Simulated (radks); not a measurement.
Ga XX, configuration [Ne] 3s2. All-electron calculation, Dirac Kohn-Sham, relativistic LDA (MacDonald-Vosko exchange, VWN5 correlation), spin-unpolarised, spherical densities, finite nucleus; Fermi nuclear charge, rms radius 3.9973 fm. Program: a radial shooting solver on a logarithmic mesh with Libxc functionals. Some entries of the table are withheld. Estimate them.

orbital,occ.,eigenvalue (eV),<r^2> (bohr^2)
1s1/2,2,(1),0.003196
2s1/2,2,-1995.774,(2)
2p1/2,2,(3),(4)
2p3/2,4,(5),(6)
3s1/2,2,-746.1464,0.3312

Answer. 
(1) 1s1/2 eigenvalue (eV): -10950.16
(2) 2s1/2 <r^2> (bohr^2): 0.05444
(3) 2p1/2 eigenvalue (eV): -1861.536
(4) 2p1/2 <r^2> (bohr^2): 0.04201
(5) 2p3/2 eigenvalue (eV): -1833.195
(6) 2p3/2 <r^2> (bohr^2): 0.04339
